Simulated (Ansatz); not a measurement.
Harmonic frequencies (cm⁻¹) at PBE0-D4/def2-TZVP from Ansatz: 111, 249, 310, 360, 404, 444, 483, 535, 597, 599, 641, 660, 692, 718, 782, 842, 915, 923, 946, 968, 997, 1388, 2198, 2201, 2207, 2210, 2213, 2232, 3064, 3139.

Question: Which molecule is it?
A. `C1[SiH2][SiH2][SiH2]1`
B. `[SiH3]C1[SiH2][SiH2]1`
C. `[SiH3]C1OC=CO1`
D. `C=C(C)OC`

Answer: A.
